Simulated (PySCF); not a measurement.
What PySCF settings do for SeCl⁻

Base input, run as `OMP_NUM_THREADS=1 python input.py` with PySCF 2.14:

```python
from pyscf import gto, scf, mp

mol = gto.M(
    atom='Se 0 0 0; Cl 0 0 2.294',
    basis='lanl2dz',
    ecp={'Se': 'lanl2dz', 'Cl': 'lanl2dz'},
    charge=-1,
    spin=0,
    symmetry=True,
    verbose=4,
)
mf = scf.RHF(mol)
mf.kernel()
mp.MP2(mf).kernel()
mf.dip_moment()
print('orbital energies (hartree):', mf.mo_energy[..., max(0, mol.nelec[1]-3):mol.nelec[0]+3].round(4))
```

Base result: E(SCF) = -23.767145 Eh, 8 cycles, E(MP2) − E(SCF) = -0.05807 Eh. The basis has no diffuse functions, which an anion needs. Stability towards an unrestricted solution was not tested. The bond length is a typed value, not an optimised one. The dipole of an ion depends on the origin.

It ran on Intel Xeon Platinum 8488C (1 thread, shared host) in 1.4 s, peak memory 0.11 GiB.

Each row names what differs from the base; energies in brackets are changes from the base.

| change | result |
| --- | --- |
| geometry: bond 2.294 → bond 2.868 | E(SCF) = -23.755862 Eh (+0.3070 eV), 8 cycles, E(MP2) − E(SCF) = -0.05921 Eh |
| charge: -1 → 0; spin (2S): 0 → 1; SCF type: RHF → UHF | not converged: SCF after 50 cycles |
| functional: none (Hartree–Fock) → revpbe; SCF type: RHF → RKS; step after the SCF: mp2 → analyze | E(SCF) = -24.252345 Eh, 8 cycles |
| step after the SCF: mp2 → gradient | E(SCF) = -23.767145 Eh (+0.0000 eV), 8 cycles, gradient on the second atom -0.0367 Eh/bohr |
| spin (2S): 0 → 54 [unsound on purpose] [runs as restricted open-shell] | stops with AssertionError |
| geometry: bond 2.294 → bond 0.1 [unsound on purpose] | E(SCF) = 176.777412 Eh, E(MP2) − E(SCF) = -0.02619 Eh |
| step after the SCF: mp2 → stability; point-group symmetry: on → off | E(SCF) = -23.767145 Eh (+0.0000 eV), 8 cycles, internal stable; real -> complex stable; RHF/RKS -> UHF/UKS stable |
| step after the SCF: mp2 → casci; active space: default → 2 electrons in 4 orbitals | stops with PointGroupSymmetryError (Incomplete 2D-irrep orbitals for cylindrical symmetry.) after the SCF |
| frozen orbitals: 0 → 1 | E(SCF) = -23.767145 Eh (+0.0000 eV), 8 cycles, E(MP2) − E(SCF) = -0.05084 Eh |
| spin (2S): 0 → 2; SCF type: RHF → UHF | not converged: SCF after 50 cycles |
| spin (2S): 0 → 4; SCF type: RHF → UHF [a high spin state] | E(SCF) = -23.166718 Eh (+16.3385 eV), 10 cycles, E(MP2) − E(SCF) = -0.03882 Eh, ⟨S²⟩ = 6.003 |
| spin-free X2C: off → on [unsound on purpose] | stops with NotImplementedError |
| functional: none (Hartree–Fock) → tpssh; SCF type: RHF → RKS; step after the SCF: mp2 → analyze | E(SCF) = -24.223819 Eh, 8 cycles |
| functional: none (Hartree–Fock) → wb97x; SCF type: RHF → RKS; step after the SCF: mp2 → analyze | E(SCF) = -24.221934 Eh, 8 cycles |
| geometry: bond 2.294 → bond 6.882 [stretched restricted solution, likely unstable] | E(SCF) = -23.688162 Eh (+2.1492 eV), 8 cycles, E(MP2) − E(SCF) = -0.04599 Eh |
| basis set: lanl2dz → x2c-svpall; core potential: on → off; spin-free X2C: off → on [no diffuse functions for the anion] | E(SCF) = -2888.451970 Eh, 9 cycles, E(MP2) − E(SCF) = -0.40546 Eh |
| basis set: lanl2dz → crenbl [no diffuse functions for the anion] [with its own core potential] | E(SCF) = -146.161500 Eh, 9 cycles, E(MP2) − E(SCF) = -0.34631 Eh |
| damping: none → 0.95 | E(SCF) = -23.767145 Eh (+0.0000 eV), 14 cycles, E(MP2) − E(SCF) = -0.05807 Eh |
| functional: none (Hartree–Fock) → b3pw91; SCF type: RHF → RKS; step after the SCF: mp2 → analyze | E(SCF) = -24.270767 Eh, 8 cycles |
| charge: -1 → 1; SCF type: RHF → UHF | not converged: SCF after 50 cycles |
| PCM solvent, dielectric constant: none → 2.27; step after the SCF: mp2 → analyze | E(SCF) = -23.822142 Eh (-1.4965 eV), 8 cycles |

Question: Order these changes by how far they move the SCF energy from the base, largest first: (1) PCM solvent, dielectric constant: none → 2.27; step after the SCF: mp2 → analyze; (2) geometry: bond 2.294 → bond 2.868; (3) geometry: bond 2.294 → bond 6.882.

Answer: (3) +2.1492 eV, (1) -1.4965 eV, (2) +0.3070 eV.
